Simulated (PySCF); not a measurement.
# Calculated NMR parameters of 2-amino-1-fluorobenzene

```
Formula                               : C6H6FN
SMILES                                : Nc1ccccc1F
InChI                                 : InChI=1S/C6H6FN/c7-5-3-1-2-4-6(5)8/h1-4H,8H2
Point group of the computed structure : C1
Degrees of unsaturation               : 4
Carbon signals                        : 6
Proton signals                        : 5
```

Molfile (atoms numbered from 1):
```
C6H6FN
     RDKit          3D

 14 14  0  0  0  0  0  0  0  0999 V2000
   -2.2968   -0.0751    0.0933 N   0  0  0  0  0  0  0  0  0  0  0  0
   -0.9171   -0.0639    0.0492 C   0  0  0  0  0  0  0  0  0  0  0  0
   -0.1395   -1.1746    0.3747 C   0  0  0  0  0  0  0  0  0  0  0  0
    1.2412   -1.1384    0.2626 C   0  0  0  0  0  0  0  0  0  0  0  0
    1.8858    0.0069   -0.1785 C   0  0  0  0  0  0  0  0  0  0  0  0
    1.1319    1.1263   -0.5058 C   0  0  0  0  0  0  0  0  0  0  0  0
   -0.2365    1.0710   -0.3884 C   0  0  0  0  0  0  0  0  0  0  0  0
   -0.9770    2.1555   -0.6957 F   0  0  0  0  0  0  0  0  0  0  0  0
   -2.7330    0.8315    0.1265 H   0  0  0  0  0  0  0  0  0  0  0  0
   -2.7055   -0.7385    0.7294 H   0  0  0  0  0  0  0  0  0  0  0  0
   -0.6348   -2.0779    0.7153 H   0  0  0  0  0  0  0  0  0  0  0  0
    1.8168   -2.0186    0.5232 H   0  0  0  0  0  0  0  0  0  0  0  0
    2.9644    0.0356   -0.2665 H   0  0  0  0  0  0  0  0  0  0  0  0
    1.5908    2.0452   -0.8500 H   0  0  0  0  0  0  0  0  0  0  0  0
  1  2  1  0
  2  3  2  0
  3  4  1  0
  4  5  2  0
  5  6  1  0
  6  7  2  0
  7  8  1  0
  7  2  1  0
  1  9  1  0
  1 10  1  0
  3 11  1  0
  4 12  1  0
  5 13  1  0
  6 14  1  0
M  END
```

[PySCF 2.14.0 with density-fitted response routines: geometry: PBE0-D3(BJ)/def2-TZVP; shielding tensors at B97-2/pcSseg-2 (GIAO); one computed conformer; no relativistic terms; one averaged value for each set of equivalent atoms; isolated molecule]

Referencing at the same level of theory: ¹H (σ = 31.64 ppm), ¹³C (σ = 185.38 ppm) vs TMS; ¹⁹F (σ = 175.98 ppm) against CFCl3; NH3 for ¹⁵N (σ = 261.75 ppm).

| carbon | δC, type | δH (multiplicity) | HMBC from (2–3 bonds) | span of the C tensor (ppm) |
| --- | --- | --- | --- | --- |
| C2 | 142.5, C | – | H14, H12, H11 | 173 |
| C3 | 120.6, CH | 6.86 (m) | H12, H13 | 183 |
| C4 | 130.7, CH | 7.14 (m) | H14, H11, H13 | 229 |
| C5 | 123.2, CH | 6.84 (m) | H14, H12, H11 | 210 |
| C6 | 121.4, CH | 7.16 (m) | H12, H13 | 189 |
| C7 | 160.3, C | – | H14, H11, H13 | 121 |

Other nuclei:
```csv
atoms,nucleus,environment,δ (ppm),σ (ppm)
H9/H10,¹H,hydrogen on an aniline-type nitrogen,3.52,28.11
F8,¹⁹F,aryl fluorine,-145.1,321.1
N1,¹⁵N,aniline-type nitrogen,60.5,201.2
```

Carbon types of the structure: 2 × C, 4 × CH, leaving 2 H on heteroatoms. δC 160.3: aromatic carbon bearing fluorine; σ withdrawal by the attached heteroatom moves it downfield of the ring CH carbons. δC 142.5: aromatic carbon bearing nitrogen; σ withdrawal by the attached heteroatom moves it downfield of the ring CH carbons. δC 130.7, 123.2, 121.4, 120.6: aromatic CH. δH 7.16, 7.14, 6.86, 6.84: hydrogen on an aromatic CH. δH 3.52: hydrogen on an aniline-type nitrogen; exchangeable; this is the value without hydrogen bonding to other molecules.

OH/NH shifts are gas-phase values; hydrogen bonding in solution moves them, usually downfield. Splittings by ¹⁹F in the carbon and heteronuclear signals aren't shown, as no couplings were computed. Shifts are as computed. Against solution values, carbons near 30 ppm lie about +3 ppm off and those near 130 ppm about +7 ppm. Of 1211 compounds with measured shifts, 218 miss one by over three times the rms of a fit or turn the order of signals round; such compounds aren't used in these exercises. Unscaled 19F shifts against computed CFCl3 carry errors that often reach 10 to 50 ppm. Experimental scales use liquid or dissolved standards, which lie at an offset from isolated NH3 (liquid NH3: subtract about 20 ppm). Multiplicities follow the n + 1 count of equivalent neighbours, as no J values were calculated; m marks all less simple cases, F and P coupling included.
